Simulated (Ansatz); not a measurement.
Born–Oppenheimer molecular dynamics of BClH4N2 (8 atoms, charge 0, multiplicity 1). It starts from a relaxed structure.

All numbers below come from RKS r2SCAN/6-31G* (Ansatz).

```yaml
ensemble: NVT, Nosé–Hoover chain
time_step: 0.5 fs
steps_asked: 300
set_temperature: 3000 K
thermostat: time constant 20 fs, chain length 3
seed: 797342
```

First frame:

```xyz
8
Properties=species:S:1:pos:R:3
B 0.086 0.076 0.056
N 0.019 -0.147 1.446
H -0.851 -0.107 1.953
H 0.826 -0.345 2.018
N 1.268 0.041 -0.712
H 2.179 -0.155 -0.325
H 1.265 0.204 -1.706
Cl -1.457 0.433 -0.806
```

Q: How far do the bonds stretch over the last three quarters of this one trajectory? (Pairs bonded in most of those frames.)

A: 
```json
{"bond": "B1–N2", "mean (Å)": "1.466", "spread (Å)": "0.098", "shortest": "1.30", "longest": "1.65"}
{"bond": "B1–N5", "mean (Å)": "1.465", "spread (Å)": "0.076", "shortest": "1.31", "longest": "1.62"}
{"bond": "B1–Cl8", "mean (Å)": "1.812", "spread (Å)": "0.027", "shortest": "1.77", "longest": "1.86"}
{"bond": "N2–H3", "mean (Å)": "1.040", "spread (Å)": "0.073", "shortest": "0.91", "longest": "1.16"}
{"bond": "N2–H4", "mean (Å)": "1.128", "spread (Å)": "0.183", "shortest": "0.82", "longest": "1.43"}
{"bond": "N5–H6", "mean (Å)": "1.079", "spread (Å)": "0.121", "shortest": "0.88", "longest": "1.28"}
{"bond": "N5–H7", "mean (Å)": "1.044", "spread (Å)": "0.049", "shortest": "0.94", "longest": "1.13"}
```

Pairs bonded in part of these frames only: N2–H4 72 %.

Mean temperature of the second half: 3123 K. The conserved energy wandered by up to 8.7 meV per atom (net 3.2 meV per atom), which is poor conservation. A run of 0.15 ps of so small a system gives no equilibrium averages.

Run time: 8.3 min on 1 thread of Intel(R) Xeon(R) 6975P-C (Granite Rapids), on a shared host, peak memory 0.14 GiB.
